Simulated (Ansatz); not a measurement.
Be₇O₈: single points at one geometry.

```yaml
crystal:
  periodic: [false, false, false]
  atoms:
    - {symbol: Be, position_ang: [1.363484, -1.423097, -0.281820]}
    - {symbol: Be, position_ang: [-2.232584, 0.358565, -0.332189]}
    - {symbol: Be, position_ang: [0.230033, -0.806073, 1.772746]}
    - {symbol: Be, position_ang: [-0.847918, -1.557779, -0.289015]}
    - {symbol: Be, position_ang: [0.083176, 0.627814, -1.372438]}
    - {symbol: Be, position_ang: [2.204552, 0.665298, -0.091903]}
    - {symbol: Be, position_ang: [-0.025537, 1.504122, 0.815828]}
    - {symbol: O, position_ang: [2.665432, -0.689113, -0.004634]}
    - {symbol: O, position_ang: [0.191235, 0.623139, 2.014194]}
    - {symbol: O, position_ang: [0.289255, -1.970202, 0.827111]}
    - {symbol: O, position_ang: [1.019593, 1.539359, -0.419675]}
    - {symbol: O, position_ang: [-2.242463, -1.062489, -0.058835]}
    - {symbol: O, position_ang: [-1.525550, 1.751554, 0.134879]}
    - {symbol: O, position_ang: [0.236395, -0.906961, -1.356477]}
    - {symbol: O, position_ang: [-1.409103, 1.345884, -1.357761]}
basis:
  gaussian: {orbitals: def2-TZVP, initial_orbitals: start.molden}
hamiltonian: {xc: pbe, dispersion: d4}
scf: {omitted_lower_state_checks: [starts]}
output: {forces: true, orbitals: {seedname: orbitals}}
```

The file start.molden holds the orbitals of an earlier run on this structure, at another level or in another basis.

```sh
$ ansatz run in.yaml --threads 4 --pin off --events-out ev --progress --plain --max-ram 6963MiB
```

Output, abridged:

```
Functional definition: PBE
2195 factors; their error is unknown
mean field evaluation 1: about -19191.3183 eV, gradient 1.5e1 eV
mean field evaluation 2: about -19191.6168 eV, gradient 3.3e-1 eV
mean field evaluation 4: about -19191.5967 eV, gradient 2.3e-3 eV
mean field -19191.59669689 eV, -705.2781700794 hartree, gradient 1.0e-5 eV, S^2 0.000000; 0 other end points of the search recorded, 0 dependent functions left out
reference -19191.59678822 eV, -705.2781734355 hartree; 46, 46 occupied and 335, 335 virtual orbitals, 2195 factors
Total energy: -19192.31079857 eV, -705.3044128319 hartree
Atom 0 at     1.363484    -1.423097    -0.281820 Å, force    -0.420199     0.507550     0.150368 eV/Å
Atom 1 at    -2.232584     0.358565    -0.332189 Å, force     0.521740     0.135580    -0.073234 eV/Å
Atom 2 at     0.230033    -0.806073     1.772746 Å, force    -0.004331     0.184741    -0.374657 eV/Å
Atom 3 at    -0.847918    -1.557779    -0.289015 Å, force     0.331086     0.512134     0.118779 eV/Å
Atom 4 at     0.083176     0.627814    -1.372438 Å, force    -0.084550    -0.177337     0.616714 eV/Å
Atom 5 at     2.204552     0.665298    -0.091903 Å, force    -0.358323    -0.313160    -0.007171 eV/Å
Atom 6 at    -0.025537     1.504122     0.815828 Å, force     0.019259    -0.514209    -0.263036 eV/Å
Atom 7 at     2.665432    -0.689113    -0.004634 Å, force    -0.306215     0.100681    -0.114202 eV/Å
Atom 8 at     0.191235     0.623139     2.014194 Å, force    -0.055693    -0.021080    -0.226114 eV/Å
Atom 9 at     0.289255    -1.970202     0.827111 Å, force     0.011231     0.147238    -0.047796 eV/Å
Atom 10 at     1.019593     1.539359    -0.419675 Å, force     0.026548    -0.154732     0.029212 eV/Å
Atom 11 at    -2.242463    -1.062489    -0.058835 Å, force     0.221160     0.088337    -0.089650 eV/Å
Atom 12 at    -1.525550     1.751554     0.134879 Å, force     0.044713    -0.258508     0.064994 eV/Å
Atom 13 at     0.236395    -0.906961    -1.356477 Å, force     0.007290     0.072345     0.075441 eV/Å
Atom 14 at    -1.409103     1.345884    -1.357761 Å, force     0.046284    -0.309580     0.140354 eV/Å
Dipole moment:     0.149848     0.373079    -0.149143 e Å
Checks for a lower state left out: starts
```

Run time 11 s (4 threads of Arm Neoverse V2 on a shared host), peak host memory 0.84 GiB.

As the first input, with `hamiltonian: {xc: {name: LC-wPBE}}`, `output: {orbitals: {seedname: orbitals}}` (abridged; 12 s):

```
Functional definition: LC-wPBE
mean field -19200.62460232 eV, -705.6099394845 hartree, gradient 1.7e-5 eV, S^2 0.000000
Total energy: -19200.62460234 eV, -705.6099394851 hartree
Checks for a lower state left out: starts
```

As the first input, with `gaussian: {orbitals: def2-SVP, initial_orbitals: start.molden}`, `correlation: {method: ccsd_t}`, `output: {orbitals: {seedname: orbitals}}` and without the key `hamiltonian` (abridged; 5.5 min):

```
Functional definition: HF
mean field -19089.74268298 eV, -701.5351041071 hartree, gradient 2.0e-6 eV, S^2 0.000000; unrestricted orbitals would lower it
8 core orbitals not correlated: weight in the atoms' cores, before any rotation towards them, 1.000 or more for the frozen orbitals, at most 0.000 for the correlated occupied ones
second order -46.12811156 eV of doubles, -0.00000000 eV of singles
cycle   1  -44.74701447 eV  change     1.4e0 eV  update   1.9e-1
cycle   2  -45.99596064 eV  change    -1.2e0 eV  update   5.5e-2
cycle   3  -46.34455718 eV  change   -3.5e-1 eV  update   3.0e-2
cycle   4  -46.31758781 eV  change    2.7e-2 eV  update   6.9e-3
cycle   5  -46.30907232 eV  change    8.5e-3 eV  update   3.6e-3
cycle   6  -46.31156180 eV  change   -2.5e-3 eV  update   1.5e-3
cycle   7  -46.31186828 eV  change   -3.1e-4 eV  update   8.1e-4
cycle   8  -46.31131504 eV  change    5.5e-4 eV  update   4.2e-4
cycle   9  -46.31139343 eV  change   -7.8e-5 eV  update   2.0e-4
cycle  10  -46.31165629 eV  change   -2.6e-4 eV  update   9.8e-5
cycle  11  -46.31146341 eV  change    1.9e-4 eV  update   4.8e-5
cycle  12  -46.31147970 eV  change   -1.6e-5 eV  update   2.2e-5
perturbative correction -1.22711008 eV, -0.0450954635 hartree
Total energy: -19137.28127275 eV, -703.2821150585 hartree
Checks for a lower state left out: starts
```

The first input with `gaussian: {orbitals: def2-SVP, initial_orbitals: start.molden}`, `output: {orbitals: {seedname: orbitals}}` (abridged; 4.2 s):

```
Functional definition: PBE
mean field -19168.25388344 eV, -704.4203375074 hartree, gradient 1.0e-5 eV, S^2 0.000000
Total energy: -19168.96796900 eV, -704.4465796676 hartree
Checks for a lower state left out: starts
```

As the first input, with `gaussian: {orbitals: 6-31G}`, `hamiltonian: {xc: hf}`, `output: {orbitals: {seedname: orbitals}}` (abridged; 1.4 s):

```
Functional definition: HF
mean field evaluation 16: about -19102.0848 eV, gradient 2.3e-5 eV
mean field -19102.08477544 eV, -701.9886676393 hartree, gradient 2.3e-5 eV, S^2 0.000000
Total energy: -19102.08477544 eV, -701.9886676393 hartree
Checks for a lower state left out: starts
```

As the first input, with `gaussian: {orbitals: 6-31G}`, `hamiltonian: {xc: {name: B3LYP}, dispersion: d4}`, `output: {orbitals: {seedname: orbitals}}` (abridged; 4.1 s):

```
Functional definition: B3LYP
mean field evaluation 16: about -19204.1320 eV, gradient 2.9e-4 eV
mean field -19204.13204906 eV, -705.7388357748 hartree, gradient 4.9e-5 eV, S^2 0.000000
Total energy: -19205.27190479 eV, -705.7807247002 hartree
Checks for a lower state left out: starts
```

The first input with `gaussian: {orbitals: def2-SVP, initial_orbitals: start.molden}`, `hamiltonian: {xc: pbe0, dispersion: d4}`, `output: {orbitals: {seedname: orbitals}}` (abridged; 5.5 s):

```
Functional definition: PBE0
mean field -19168.32389417 eV, -704.4229103542 hartree, gradient 8.7e-5 eV, S^2 0.000000
Total energy: -19168.93862556 eV, -704.4455013159 hartree
Checks for a lower state left out: starts
```

Geometry: PBE-D4/def2-SVP.

LC-ωPBE has ω = 0.4 bohr⁻¹. B3LYP takes the VWN-RPA correlation. Correlated methods freeze 8 core orbitals. The structure holds 1 bond(s) between oxygen atoms. The restricted singlet is unstable towards broken spin symmetry in Hartree–Fock (as tested in another run); at PBE-D4/def2-TZVP, LC-ωPBE/def2-TZVP, PBE-D4/def2-SVP, HF/6-31G and others this wasn't settled. At CCSD(T)/def2-SVP the restricted singlet (for correlated methods, its reference) is unstable: a solution with broken spin symmetry lies lower. The structure comes from a short search, and lower isomers may exist.
